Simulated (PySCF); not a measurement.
C4H6BFO.

```xyz
13

C     -3.1704     0.7556     0.3896
C     -1.8306     0.2173     0.2207
C     -0.7059    -0.2339     0.0800
B      0.7121    -0.7473    -0.0971
F      0.9326    -2.0670    -0.1450
C      1.9837     0.1735    -0.2336
O      1.6665     1.5473    -0.1727
H     -3.1799     1.8533     0.2916
H     -3.8602     0.3362    -0.3614
H     -3.5691     0.4982     1.3850
H      2.6946    -0.1416     0.5649
H      2.4851    -0.1124    -1.1870
H      2.4831     2.0531    -0.2613
```

Coordinates come from a B3LYP-D3(BJ)/def2-SVP optimisation. This is a generated structure with no PubChem entry under its InChIKey; it may be hypothetical. The values are those of a single conformer.

Computed with PySCF with PBE/pcSseg-1. Non-relativistic, no solvent.

Computed absolute GIAO shielding of each atom: isotropic value and principal components (ppm):
```
atom  σ(iso)    σ11    σ22    σ33   span
----  ------  -----  -----  -----  -----
C1     173.1  163.5  164.7  191.0   27.4
C2      62.8  -23.7   -4.2  216.3  240.0
C3      91.1    6.3    6.3  260.8  254.5
B4      51.5    0.1   69.8   84.5   84.4
F5     181.8   -9.1   93.7  460.8  469.9
C6     115.5   90.5   99.8  156.3   65.8
O7     320.4  283.7  294.4  383.0   99.3
H8      29.0   24.2   27.7   35.0   10.8
H9      29.1   24.6   27.3   35.4   10.8
H10     29.1   24.7   27.2   35.3   10.6
H11     27.3   23.1   26.8   32.0    8.9
H12     27.3   23.1   26.8   32.0    8.9
H13     31.6   21.5   29.3   44.1   22.6
```
